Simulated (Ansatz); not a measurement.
Input for Ansatz (a quantum-chemistry and plane-wave program):
Ansatz 0.2 input:
```yaml
crystal:
  periodic: [false, false, false]
  atoms:
    - {symbol: Cl, position_ang: [-1.45842790, -1.39711183, -0.28633433]}
    - {symbol: Ge, position_ang: [0.01225579, 0.01466470, 0.53210021]}
    - {symbol: Cl, position_ang: [-0.45303131, 1.89890255, -0.34438799]}
    - {symbol: Cl, position_ang: [1.90162133, -0.56069873, -0.33643731]}
basis:
  gaussian:
    orbitals: STO-3G
hamiltonian:
  xc: hf
magnetization: {spin_polarized: true, initial_magnetization: 1}
relax: {}
```

Problem. Give the <S^2> at the level HF/STO-3G in Ansatz.

Solution. 0.754

Problem. Estimate the number of basis functions that HF/STO-3G returns for this input.

Solution. 45

Problem. What dipole moment does HF/STO-3G give?

Solution. 2.84 D

Problem. Give the total energy at the end of the optimisation at the level HF/STO-3G.

Solution. -3415.630625 Ha

Problem. Predict the Mulliken (on the basis functions themselves) charges in atom order from HF/STO-3G.

Solution. Cl1 -0.31, Ge2 0.93, Cl3 -0.31, Cl4 -0.31
